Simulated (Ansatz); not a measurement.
Job for Ansatz (a program for electronic structure): R-CCSD(T)/cc-pVTZ on CH6GeO (SMILES C[O][GeH3]), a point of a torsion scan. The run froze 16 orbitals, filled d shells among them.

Ansatz 0.2 input:
```yaml
crystal:
  periodic: [false, false, false]
  atoms:
    - {symbol: C, position_ang: [1.39264251, -0.03275923, 0.09389131]}
    - {symbol: O, position_ang: [0.31849482, -0.25428634, -0.79496205]}
    - {symbol: Ge, position_ang: [-1.36215966, -0.47464502, -0.36636043]}
    - {symbol: H, position_ang: [1.93816839, -0.96432779, 0.26270039]}
    - {symbol: H, position_ang: [2.06817477, 0.68670098, -0.37347557]}
    - {symbol: H, position_ang: [1.06686005, 0.36611341, 1.05711221]}
    - {symbol: H, position_ang: [-1.56474941, -1.77144903, 0.37266455]}
    - {symbol: H, position_ang: [-1.97582542, -0.47427928, -1.71952988]}
    - {symbol: H, position_ang: [-1.80814620, 0.66451472, 0.51079822]}
basis:
  gaussian:
    orbitals: cc-pVTZ
magnetization: {spin_polarized: false}
correlation: {method: ccsd_t, electrons: outside_noble_gas}
scf: {lower_state_search: off}
```

Output:

```
WARN ansatz: RAYON_NUM_THREADS=1 ignored (pool sized by the plan → 1); use --threads N
Functional definition: HF
these checks for a lower state are left out or cut short: stability, starts, cluster_reference, orbital_swaps, neighbouring_geometries, increment
integrals: 0.67 GiB planned
1085 factors; integrals over basis functions are off by at most 1.0e-3 eV
mean field: 0.56 GiB planned
mean field evaluation 1: about -59635.7899 eV, gradient 3.3e1 eV
mean field evaluation 2: about -59635.8984 eV, gradient 3.3e1 eV
mean field evaluation 4: about -59638.2968 eV, gradient 3.5e0 eV
mean field evaluation 8: about -59638.3341 eV, gradient 1.5e-1 eV
mean field -59638.33413195 eV, -2191.6683550344 hartree, gradient 2.9e-6 eV, S^2 0.000000; 0 other end points of the search recorded, 0 dependent functions left out
16 core orbitals not correlated
reference -59638.33413195 eV, -2191.6683550344 hartree; 10, 10 occupied and 161, 161 virtual orbitals, 1085 factors
second order -14.76729604 eV of doubles, -0.00000000 eV of singles
coupled cluster: 1.65 GiB planned
cycle   1  -15.20908434 eV  change   -4.4e-1 eV  update   8.5e-2
cycle   2  -15.61927543 eV  change   -4.1e-1 eV  update   2.6e-2
cycle   3  -15.70928735 eV  change   -9.0e-2 eV  update   1.3e-2
cycle   4  -15.70094589 eV  change    8.3e-3 eV  update   2.6e-3
cycle   5  -15.70109681 eV  change   -1.5e-4 eV  update   1.2e-3
cycle   6  -15.70145870 eV  change   -3.6e-4 eV  update   3.7e-4
cycle   7  -15.70126676 eV  change    1.9e-4 eV  update   1.6e-4
cycle   8  -15.70125291 eV  change    1.4e-5 eV  update   5.2e-5
cycle   9  -15.70127339 eV  change   -2.0e-5 eV  update   1.8e-5
perturbative correction -0.53093444 eV, -0.0195114808 hartree
Total energy: -59654.56633978 eV, -2192.2648776694 hartree
Checks for a lower state left out: stability, starts, cluster_reference, orbital_swaps, neighbouring_geometries, increment
```

The calculation finished and met its thresholds.

Cost: very roughly 80 core-seconds.
